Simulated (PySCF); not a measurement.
Species, as SMILES: F[SiH] (F-SiH) (closed-shell singlet).
Geometry (B3LYP-D3(BJ)/def2-TZVP, fixed):
```
Si
F 1 1.6199
H 1 1.5380 2 96.45
```

Basis-set convergence of the lowest singlet excitation energy at PBE0 with PySCF. Tamm-Dancoff approximation; the state is taken by its order, and sets in which it differs in degeneracy or brightness are left out, yet its character can still change. All functions are spherical. Density fitting with generated auxiliary sets. No added dispersion term, no relativity. Reference: the value in aug-pcseg-3, 3.068 eV, itself unsure by roughly 0.004 eV (its mean distance from aug-cc-pV(Q+d)Z, aug-pcseg-2, aug-cc-pV(T+d)Z). Deviations are taken from unrounded values. Cost is core time over that of 6-31G**, rough, on shared machines of one kind.

```json
[
 {"basis": "6-31G**", "functions": "37", "lowest singlet excitation energy (eV)": "3.122", "minus reference (eV)": "0.054", "cost": "1×"},
 {"basis": "def2-SVP", "functions": "37", "lowest singlet excitation energy (eV)": "3.120", "minus reference (eV)": "0.052", "cost": "1×"},
 {"basis": "pcseg-1", "functions": "37", "lowest singlet excitation energy (eV)": "3.094", "minus reference (eV)": "0.026", "cost": "1×"},
 {"basis": "cc-pV(D+d)Z", "functions": "42", "lowest singlet excitation energy (eV)": "3.105", "minus reference (eV)": "0.037", "cost": "1×"},
 {"basis": "6-311G**", "functions": "50", "lowest singlet excitation energy (eV)": "3.095", "minus reference (eV)": "0.028", "cost": "2×"},
 {"basis": "def2-SVPD", "functions": "55", "lowest singlet excitation energy (eV)": "3.078", "minus reference (eV)": "0.011", "cost": "2×"},
 {"basis": "6-311+G**", "functions": "58", "lowest singlet excitation energy (eV)": "3.079", "minus reference (eV)": "0.012", "cost": "2×"},
 {"basis": "aug-pcseg-1", "functions": "59", "lowest singlet excitation energy (eV)": "3.043", "minus reference (eV)": "-0.024", "cost": "2×"},
 {"basis": "aug-cc-pV(D+d)Z", "functions": "64", "lowest singlet excitation energy (eV)": "3.049", "minus reference (eV)": "-0.018", "cost": "2×"},
 {"basis": "cc-pV(T+d)Z", "functions": "83", "lowest singlet excitation energy (eV)": "3.096", "minus reference (eV)": "0.029", "cost": "4×"},
 {"basis": "def2-TZVPP", "functions": "87", "lowest singlet excitation energy (eV)": "3.084", "minus reference (eV)": "0.017", "cost": "4×"},
 {"basis": "def2-TZVPD", "functions": "92", "lowest singlet excitation energy (eV)": "3.077", "minus reference (eV)": "0.009", "cost": "6×"},
 {"basis": "jun-cc-pV(T+d)Z", "functions": "101", "lowest singlet excitation energy (eV)": "3.065", "minus reference (eV)": "-0.002", "cost": "5×"},
 {"basis": "6-311++G(3df,3pd)", "functions": "104", "lowest singlet excitation energy (eV)": "3.066", "minus reference (eV)": "-0.002", "cost": "5×"},
 {"basis": "def2-TZVPPD", "functions": "105", "lowest singlet excitation energy (eV)": "3.075", "minus reference (eV)": "0.007", "cost": "8×"},
 {"basis": "aug-pcseg-2", "functions": "119", "lowest singlet excitation energy (eV)": "3.061", "minus reference (eV)": "-0.007", "cost": "7×"},
 {"basis": "aug-cc-pV(T+d)Z", "functions": "124", "lowest singlet excitation energy (eV)": "3.065", "minus reference (eV)": "-0.003", "cost": "7×"},
 {"basis": "pcseg-3", "functions": "157", "lowest singlet excitation energy (eV)": "3.074", "minus reference (eV)": "0.006", "cost": "20×"}
]
```
